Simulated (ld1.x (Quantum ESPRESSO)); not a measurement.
What the settings do to the TM semilocal potential of lanthanum

Base potential:

```json
{
  "Element": "La (Z = 57)",
  "Generator": "ld1.x (Quantum ESPRESSO) 7.5",
  "Type": "norm-conserving Troullier–Martins (semilocal form)",
  "Functional": "PBEsol",
  "Relativity": "scalar-relativistic",
  "Frozen core": "[Xe]",
  "Valence charge": "3",
  "Reference configuration": "4f0 5d1 6s2 6p0",
  "Partial waves": "6s (bound): rc 3.95 bohr; 6p (bound, empty): rc 3.30 bohr; 5d (bound): rc 2.55 bohr; 4f (bound, empty): rc 1.30 bohr",
  "Local potential": "the f channel",
  "Core correction": "none"
}
```

All-electron outer shells of the reference configuration (PBEsol, scalar-relativistic, ld1.x):

```
shell  level (eV)  outermost node (bohr)  outermost maximum (bohr)
   5s      -38.95                   0.77                      1.41
   5p      -22.40                   0.83                      1.58
   4f       -4.39                      –                      0.75
   6s       -3.70                   1.86                      3.79
   5d       -3.10                   0.95                      2.21
   6p       -1.34                   2.21                      4.93
```

Cutoffs, loose and tight: the cutoffs (Ry, on a coarse ladder) from which the occupation-weighted sum of valence levels, in a spherical-Bessel basis at the reference potential, stays within 10 and 1 mRy of its value at 400 Ry. They do not see the model core or the augmentation charge, which bear on the density cutoff. Test errors are all-electron minus pseudo excitation energies from the reference, over the configurations 4f0 5d1 6s1 6p0; 4f0 5d1 6s0 6p0; 4f0 5d1 6s1.5 6p0; 4f1 5d0 6s2 6p0; 4f0 5d1 6s0 6p2; 4f0 5d1.5 6s1.5 6p0; 4f1 5d0 6s1 6p0. A dash means not determined; rows that change the core or the reference have their own tests. The largest error is taken over the tests solved by every variant that gives reliable tests at all: 4f0 5d1 6s0 6p0; 4f0 5d1 6s0 6p2; 4f0 5d1 6s1 6p0; 4f0 5d1 6s1.5 6p0; 4f0 5d1.5 6s1.5 6p0; 4f1 5d0 6s1 6p0.

For the base: The cutoffs count occupied waves only; the empty 4f level needs 160 Ry at the loose tolerance.

A semilocal file is local in each channel, so a ghost entry of none says nothing of the separable form that plane-wave codes build from it.

```tsv
change	outcome	cutoff, loose	cutoff, tight	bound ghosts	largest test error (meV)
base	generated	10 Ry	12 Ry	none	+3197
wave 4f (bound): rc 1.30 bohr becomes 4f (bound): rc 0.88 bohr	generated	10 Ry	12 Ry	none	+2992
wave 4f (bound): rc 1.30 bohr becomes 4f (bound): rc 1.00 bohr	generated	10 Ry	12 Ry	none	+3044
wave 4f (bound): rc 1.30 bohr becomes 4f (bound): rc 1.20 bohr	generated	10 Ry	12 Ry	none	+3146
wave 4f (bound): rc 1.30 bohr becomes 4f (bound): rc 1.36 bohr	generated	10 Ry	12 Ry	none	+3231
wave 4f (bound): rc 1.30 bohr becomes 4f (bound): rc 1.62 bohr	generated	10 Ry	12 Ry	none	+3320
wave 4f (bound): rc 1.30 bohr becomes 4f (bound): rc 1.74 bohr	generated	10 Ry	12 Ry	none	+3323
```

Reading the sweep of the f radius (base included, trends over the rows without a ghost): The loose cutoff stays near 10 Ry.
